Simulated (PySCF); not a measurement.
Magnetisability: `C(C=C)[P@]1(=O)C(C)=C1F`, C₆H₈FOP

Geometry:
```
atom   x (Å)   y (Å)   z (Å)
  C1  -2.296  -0.636   0.201
  C2  -1.704   0.536   0.337
  C3  -1.078   1.283  -0.783
  P4   0.760   1.180  -0.734
  O5   1.455   1.948  -1.768
  C6   1.411  -0.290   0.125
  C7   1.827  -1.703   0.131
  C8   1.412   0.804   0.902
  F9   1.825   1.105   2.132
 H10  -2.381  -1.122  -0.757
 H11  -2.727  -1.153   1.041
 H12  -1.629   1.002   1.310
 H13  -1.306   2.353  -0.757
 H14  -1.364   0.893  -1.764
 H15   2.360  -1.935   1.051
 H16   0.953  -2.349   0.047
 H17   2.474  -1.904  -0.723
```

Method used: GIAO PBE/pcSseg-1 magnetisability, rotational g tensor and spin-rotation constants, non-relativistic, gas phase (PySCF). Geometry: GFN2-xTB.

Problem. How diamagnetic is it, and how anisotropic?

Solution. Isotropic -1258 × 10⁻³⁰ J/T², or -75.8 × 10⁻⁶ cm³/mol; principal values -1384, -1290, -1100 × 10⁻³⁰ J/T², anisotropy 250 × 10⁻³⁰ J/T² (root of half the summed squared differences of the principal values). The susceptibility is in cgs units.

Problem. Split it along the inertial axes a, b, c into diamagnetic and paramagnetic parts about the centre of mass, with the quadrupole moment.

Solution. 
```
axis  χ (10⁻⁶ cm³/mol)  diamagnetic (10⁻⁶ cm³/mol)  paramagnetic (10⁻⁶ cm³/mol)  summed x² of all electrons (Å²)  quadrupole Θ (D Å)
   a             -79.1                      -917.1                        838.0                            188.6               +2.08
   b             -77.5                     -1146.5                       1069.0                            134.5               -8.27
   c             -70.7                     -1371.0                       1300.3                             81.6               +6.20
```
Anisotropies 2χaa − χbb − χcc = -9.9 and 2χbb − χaa − χcc = -5.2 × 10⁻⁶ cm³/mol. Θ is traceless in Buckingham's convention.

Problem. And the rotational g tensor?

Solution. 
| axis | rotational constant (GHz) | g | nuclear part | electronic part |
| --- | --- | --- | --- | --- |
| a | 1.4650 | -0.0206 | 0.5562 | -0.5768 |
| b | 1.1404 | -0.0136 | 0.5591 | -0.5727 |
| c | 0.9329 | -0.0178 | 0.5521 | -0.5699 |

Asymmetric top; isotopes 12C, 19F, 1H, 16O, 31P; no vibrational averaging.
